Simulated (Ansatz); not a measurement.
`FB(F)OP` + `CC(Cl)[SiH2]N` → `CC(Cl)B(F)F` + `N[SiH2]OP`  (redistribution)

Computed with Ansatz on PBE0-D4/def2-TZVP structures; ΔE is electronic, products minus reactants. CCSD(T)/CBS adds triple-zeta CCSD(T) − MP2 to the extrapolated MP2 energy (def2 sets, frozen cores). DFT in def2-TZVPP. One conformer a species, not always the lowest.

```csv
level,ΔE (eV)
PBE0,0.04
MP2/CBS(def2),0.00
```

**Question.** What does CCSD(T)/CBS give? (Estimate.)

**Answer.** Computed: +0.01 eV. The listed levels differ from it by 0.03, -0.01 eV.

Largest T1 diagnostic among the species: 0.013.
